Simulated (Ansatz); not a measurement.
Consider the redistribution: `[SiH3][CH2][GeH2][Cl]` + `O[SiH2][SiH2]P` → `[SiH3][CH2][GeH2][PH2]` + `O[SiH2][SiH2]Cl`.

Program: Ansatz. Geometries: PBE0-D4/def2-TZVP. ΔE: electronic, gas phase. CCSD(T)/CBS is the MP2 limit (def2-TZVPP, def2-QZVPP) plus CCSD(T) − MP2 in def2-TZVPP, frozen cores. DFT in def2-TZVPP. For Ge outer-core shells are correlated without core-valence functions, which leaves a few kJ/mol of doubt a bond. Scalar relativity is left out up to krypton. One conformer a species, not always the lowest.

```tsv
level	ΔE (kcal/mol)
PBE	-3.5
PBE0	-3.2
HF/def2-TZVPP	-2.8
CCSD/CBS(def2)	-4.0
```

Problem. What does CCSD(T)/CBS give? (Best estimate.)

Solution. Computed: -4.0 kcal/mol. The listed levels differ from it by 0.5, 0.8, 1.2, 0.0 kcal/mol.

Largest T1 diagnostic among the species: 0.013.
